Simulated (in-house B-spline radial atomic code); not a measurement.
A calculation on K2+: its settings, and results tabulated from the run. Level of theory: non-relativistic LDA VWN5, spherical fractional occupations, point nucleus, inside a hard spherical wall at 2.97 bohr; calculated with a B-spline radial code for spherical atoms.

Command:
```bash
python run_scf.py task.json out
```
Settings:
```
Z                19
configuration    [Ne] 3s1 3p6
hamiltonian      nr
method           lda,vwn
spin_polarised   False
wall_radius      2.97
```

Output (hartree, bohr):
```
 radial grid: 38 intervals, B-splines of order 8, outer radius 2.97 bohr

 iter        energy (Eh)    residual
    1        -593.981017    2.27e-01
    2        -595.574131    1.30e-01
    3        -595.974209    3.05e-02
    4        -596.003079    6.43e-03
    5        -596.004780    4.32e-03
    6        -596.005264    1.74e-04
    7        -596.005265    9.41e-06
    8        -596.005265    9.79e-08

 total energy                      -596.00527
 kinetic                             597.0059
 electron-nucleus                  -1406.5822
 Hartree                             244.7416
 exchange-correlation                -31.1706

 orbital      occ     eigenvalue          <r>       <r^2>       <1/r>       <r^4>     <1/r^3>       r_max
 1s         2.000      -129.1289    0.0817402  0.00897271     18.4968 0.000206592           -     0.05364
 2s         2.000       -13.5607     0.391436     0.18159     3.75252   0.0587254           -      0.3212
 2p         6.000       -11.0035     0.352074    0.153703     3.68405   0.0495412      151.71      0.2634
 3s         1.000        -1.9540       1.2146     1.67521     1.13876      4.1636           -       1.071
 3p         6.000        -1.3283      1.27884     1.86486     1.04817      5.1606      17.157       1.126
```

Time taken, with all properties: 0.02 s on 1 thread of Arm Neoverse V1 (shared host).
